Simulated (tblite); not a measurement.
Compound: C8H17P.
Cartesian coordinates in Å at the GFN2-xTB level; atoms count from 1:
```
atom  x, y, z in Å
C1     3.3784    0.2447    0.9113
C2     2.4077   -0.4914   -0.0025
P3     0.6590   -0.4780    0.6530
C4    -0.1139   -1.3164   -0.8235
C5    -1.5858   -1.6638   -0.6067
C6    -2.3420   -0.6180    0.2108
C7    -2.2348    0.8132   -0.3288
C8    -1.2161    1.6649    0.4300
C9     0.2374    1.2771    0.1835
H10    4.3977    0.1513    0.5396
H11    3.1348    1.3032    0.9687
H12    3.3398   -0.1687    1.9171
H13    2.7042   -1.5422   -0.0722
H14    2.4320   -0.0659   -1.0107
H15    0.0034   -0.6592   -1.6905
H16    0.4507   -2.2314   -1.0220
H17   -1.6578   -2.6171   -0.0782
H18   -2.0710   -1.7911   -1.5789
H19   -1.9590   -0.6396    1.2352
H20   -3.3923   -0.9169    0.2511
H21   -3.2079    1.3017   -0.2367
H22   -1.9831    0.7958   -1.3909
H23   -1.3447    2.7111    0.1343
H24   -1.4305    1.5983    1.4996
H25    0.8750    1.9273    0.7900
H26    0.4977    1.4336   -0.8693
```

Level: GFN2-xTB in tblite, geometry and Hessian alike; calculated harmonic values, unscaled, isolated species. The method is semi-empirical: single wavenumbers can be off by several per cent or more. One conformer, not necessarily the lowest.

Harmonic wavenumbers (cm⁻¹): 67.0, 112.3, 148.8, 152.7, 190.4, 211.7, 235.4, 298.2, 310.0, 318.0, 361.0, 475.0, 476.1, 664.5, 686.5, 707.3, 744.4, 770.8, 801.0, 830.4, 873.3, 938.2, 949.4, 980.7, 997.7, 1014.4, 1037.4, 1049.5, 1075.3, 1105.2, 1123.2, 1149.6, 1165.2, 1186.7, 1208.4, 1228.0, 1240.4, 1253.0, 1262.9, 1272.7, 1288.8, 1341.5, 1349.3, 1355.1, 1368.2, 1411.1, 1437.1, 1449.6, 1452.3, 1478.1, 1490.3, 1493.3, 1499.5, 1500.4, 1504.1, 2905.6, 2918.0, 2924.6, 2938.9, 2941.2, 2942.3, 2944.5, 2951.6, 2955.3, 2959.7, 2968.8, 2974.3, 2980.1, 2987.1, 3013.4, 3027.7, 3034.7.

A = 2363, B = 939.0, C = 744.9 MHz; mass 144.107 u (most abundant isotopes); point group C1, symmetry number 1.

Problem. What is the zero-point energy?

Solution. Half the sum of the wavenumbers: 51230 cm⁻¹ = 146.47 kcal/mol.

Problem. Give the ideal-gas entropy at 298.15 K and 1 bar in the rigid-rotor, harmonic-oscillator model (classical rotation).

Solution. Translation 40.83, rotation 29.65, vibration 29.03: S = 99.5 cal/(mol K).

Problem. And Cp and H(298.15 K) − H(0)?

Solution. Cp = 42.83 cal/(mol K), of which vibrations give 34.88 (their classical limit is 72 R = 143.1); H(298.15 K) − H(0) = 7.28 kcal/mol without the zero-point energy, 4.91 from vibrations.

Problem. What must be added to the electronic energy to get the Gibbs energy at 298.15 K and 1 bar?

Solution. ZPE + [H(298.15 K) − H(0)] − T·S = 146.47 + 7.28 − 29.67 = 124.08 kcal/mol.

Problem. How do the functions run with temperature in this model?

Solution. 
| T (K) | S (cal/(mol K)) | Cp (cal/(mol K)) | H − H(0) (kcal/mol) | G − H(0) (kcal/mol) | ln q(vib) |
| --- | --- | --- | --- | --- | --- |
| 50 | 58.0 | 11.9 | 0.46 | -2.44 | 0.23 |
| 100 | 68.5 | 19.0 | 1.24 | -5.61 | 1.14 |
| 373.15 | 110.2 | 53.2 | 10.88 | -30.26 | 8.44 |
| 500 | 128.1 | 69.4 | 18.69 | -45.39 | 12.14 |
| 750 | 161.0 | 92.8 | 39.17 | -81.61 | 19.60 |
| 1000 | 190.0 | 108.5 | 64.46 | -125.58 | 26.88 |

q(vib) and H(0) count from the zero-point level.

Problem. Blend soft modes into free rotors: weight 1/[1 + (100 cm⁻¹/ν̃)⁴] for the oscillator and the rest for a rotor with moment μB/(μ + B), μ = h/(8π²ν), B = 10⁻⁴⁴ kg m². What vibrational entropy results?

Solution. 27.97 cal/(mol K) in place of 29.03, which changes −T·S at 298.15 K by +0.31 kcal/mol.

Hindered rotation and anharmonicity are outside this model. Other conformers, if any are populated, would add a mixing term that is left out. The structure is chiral; the term R ln 2 for an equal mix with its mirror image is left out.

The run took 1.1 s wall on Intel Xeon Platinum 8488C, one thread, on a shared host. The figure is for the frequency step alone.
